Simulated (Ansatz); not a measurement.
C2H4I, SMILES C[CH]I (connectivity only; charge and spin as stated), charge +1, multiplicity 1.

Coordinates come from a B3LYP-D3(BJ)/def2-SVP optimisation. The spin state was assumed, not searched. The isomer is the one that the SMILES or the coordinates give; other isomers of the formula were not compared. The def2 effective core potentials stand for the cores of I; spin–orbit coupling is left out.

Two levels are set side by side: PBE/def2-SVPD (Ansatz, an electronic-structure program) and PBE0/def2-SVPD (Ansatz). Energy differences of separate SCF runs at the same geometry; the states with an electron removed or added have multiplicity 2 and 2. Differences are taken from unrounded values.

```json
[
 {"quantity": "vertical ionisation energy (eV)", "PBE0": "16.00", "PBE": "15.92", "PBE minus PBE0": "-0.08"},
 {"quantity": "vertical electron affinity (eV)", "PBE0": "7.58", "PBE": "7.32", "PBE minus PBE0": "-0.27"},
 {"quantity": "vertical singlet–triplet gap (eV)", "PBE0": "2.23", "PBE": "2.39", "PBE minus PBE0": "0.16"}
]
```
